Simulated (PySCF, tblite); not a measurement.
Isomers of C6H11ClOSi, one GFN2-xTB conformer each. Single-point energies are computed at PBE0/pcSseg-1 (PySCF, gas phase, no added dispersion term), electronic only.

**Question.** Rank them by PBE0/pcSseg-1 energy, lowest first (kJ/mol).
A. `[CH3:1][CH2:2][C@H:3]([SiH3:4])[CH2:5][C:6]([Cl:7])=[C:8]=[O:9]` with C1–C2–C3–Si4 62°, C2–C3–C5–C6 -58°, C3–C5–C6–Cl7 -70°
B. `[CH2:1]=[CH:2][C@@:3]([CH:4]=[O:5])([CH2:6][SiH3:7])[CH2:8][Cl:9]` with C1–C2–C3–C4 25°, C2–C3–C4–O5 -118°, C2–C3–C6–Si7 -179°, C2–C3–C8–Cl9 -63°
C. `[CH3:1][O:2][CH2:3][C@@H:4]1[CH:5]=[C:6]1[SiH2:7][CH2:8][Cl:9]` with C1–O2–C3–C4 180°, O2–C3–C4–C5 131°, C5–C6–Si7–C8 -132°, C6–Si7–C8–Cl9 -173°
D. `[CH3:1][O:2][C:3]1=[CH:4][C@@H:5]([CH2:6][Cl:7])[SiH2:8][CH2:9]1` with C1–O2–C3–C4 -4°, C4–C5–C6–Cl7 65°, C3–C4–C5–C6 -112°, C4–C5–Si8–C9 -11°, C5–Si8–C9–C3 10°, O2–C3–C9–Si8 173°

**Answer.** D (0.0), B (65.1), A (74.5), C (205.7).

As drawn, the highest has a three-membered ring, which the lowest lacks. Neighbours under 10 kJ/mol apart (C=C[C@@](C=O)(C[SiH3])CCl and CC[C@H]([SiH3])CC(Cl)=C=O) can change places with a better method, another conformer or zero-point energy. GFN2-xTB itself gives, in the same order: 0.0, 86.7, 41.0, 228.3. Both levels put the same isomer lowest; measured from each level's own lowest isomer, the values differ by up to 33.5 kJ/mol (CC[C@H]([SiH3])CC(Cl)=C=O: 41.0 against 74.5).

**Question.** Which frontier levels, dipoles and rotational constants go with these structures?

**Answer.** 
```tsv
SMILES	HOMO (eV, PBE0/pcSseg-1)	LUMO (eV)	dipole (D)	A, B, C (MHz)
COC1=C[C@@H](CCl)[SiH2]C1	-6.46	0.51	2.09	1612, 864.3, 711.4
C=C[C@@](C=O)(C[SiH3])CCl	-7.72	-1.05	2.22	1146, 1027, 713.8
CC[C@H]([SiH3])CC(Cl)=C=O	-6.75	-2.00	1.49	1527, 704.0, 552.4
COC[C@@H]1C=C1[SiH2]CCl	-7.46	-0.86	3.48	1408, 686.9, 478.3
```

**Question.** What happens when harmonic zero-point energies from GFN2-xTB frequencies are added?

**Answer.** 
| SMILES | ZPE (kJ/mol) | electronic (kJ/mol) | with ZPE (kJ/mol) |
| --- | --- | --- | --- |
| COC1=C[C@@H](CCl)[SiH2]C1 | 401.3 | 0.0 | 0.0 |
| C=C[C@@](C=O)(C[SiH3])CCl | 386.6 | 65.1 | 50.5 |
| CC[C@H]([SiH3])CC(Cl)=C=O | 393.3 | 74.5 | 66.6 |
| COC[C@@H]1C=C1[SiH2]CCl | 391.4 | 205.7 | 195.8 |

The zero-point energies span 14.7 kJ/mol. The order is unchanged.
